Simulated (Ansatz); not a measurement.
Ansatz (a first-principles code) was given this input:
Ansatz 0.2 input:
```yaml
crystal:
  periodic: [false, false, false]
  atoms:
    - {symbol: B, position_ang: [0.00000000, 0.00000000, 0.00000000]}
basis:
  gaussian:
    orbitals: def2-SVP
hamiltonian:
  xc: hf
magnetization: {spin_polarized: true, initial_magnetization: 1}
```

Problem. What does this run give for the total energy, <S^2>?

Solution. 
- total energy = -24.5006 Eh
- <S^2> = 0.756
